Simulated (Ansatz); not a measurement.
**How methods differ on C3H4AlF (SMILES C#[C][Al]([CH3])[F])**

C3H4AlF: 9 atoms, total charge 0, spin state singlet. SMILES: `C#[C][Al]([CH3])[F]`. The shape was relaxed beforehand at B3LYP/def2-SVP.

```xyz
9

C     0.2181    2.7938    0.3448
C     0.3037    1.6409   -0.0505
Al    0.4042   -0.1761   -0.6226
C    -0.4411   -1.6737    0.2757
F     1.2940   -0.4647   -2.0060
H     0.1460    3.8106    0.6885
H    -1.1656   -2.1719   -0.3915
H     0.3050   -2.4373    0.5555
H    -0.9756   -1.3678    1.1891
```

Quantity: the dissociation energy of the C2–C1 bond into doublet C2H3AlF and doublet CH (shapes relaxed at B3LYP/def2-SVP, no zero-point term), in eV. The values are calculated.

```
           level                   kind  program  value (eV)  CPU time (all runs)
     HF/def2-SVP           Hartree–Fock   Ansatz        8.19                 11 s
    PBE/def2-SVP                    GGA   Ansatz       11.02                 15 s
  B3LYP/def2-SVP          global hybrid   Ansatz       10.59                 14 s
    MP2/def2-SVP    perturbation theory   Ansatz       11.46                 12 s
CCSD(T)/def2-SVP  coupled cluster or CI   Ansatz       10.33                 29 s
```

The values span 8.19 to 11.46 eV. Spin contamination of the reference (⟨S²⟩ at least 0.1 too high) touches HF/def2-SVP, PBE/def2-SVP, B3LYP/def2-SVP, MP2/def2-SVP, CCSD(T)/def2-SVP. Hartree–Fock misses the correlation of the electron pair that is broken and comes out low. Measured bond enthalpies also hold zero-point and thermal terms, a few tenths of an eV less. The coupled-cluster rows rest on a doubtful reference here (large T1 or Brueckner and Hartree–Fock orbitals at odds), and rows may lie in different states. CPU times are rough (shared hosts, several kinds of processor): they show what a rung costs within a factor of a few.
